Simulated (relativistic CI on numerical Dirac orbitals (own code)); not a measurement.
Computed by Dirac-Coulomb-Breit CI, KLI orbitals optimised for each configuration, QED by a radiative potential, unscaled Slater integrals (own radial code, finite nucleus).

The strongest absorption lines from the ground level of an ion, among the configurations computed and to levels below about 15100 eV (vacuum wavelength in nm, gf): 0.10185 (0.65), 0.11734 (1.3), 0.11739 (1.6), 0.11741 (0.6), 0.11919 (0.73), 0.13344 (1.8), 0.13395 (2.2), 0.13396 (2.6).

Which ion is it?
A. Au LXXI
B. W LXIV
C. Gd LVI
D. W LXVI

D. W LXVI has 9 electrons and the ground level 2s2 2p5 2P°_3/2; the strongest line goes to 2s2 2p4 3d 2D_5/2. The pattern of lines fixes the number of electrons, and along that sequence the line energies rise steadily with the charge (about as its square where n changes within one kind of shell, about linearly where n is kept but much faster in heavy ions where fine structure, which grows about as Z⁴, sets the gap, and irregularly where shells cross), which fixes Z. Configurations outside the model, such as inner-shell arrays, can give stronger lines. At this charge energies of transitions that change n are usually good to better than 1 %, and those within a shell (Δn = 0) to a few per cent.

LS names give the leading component of a level, which can be under half, so a name can repeat, a term be missing and a line seem to break the LS rules.
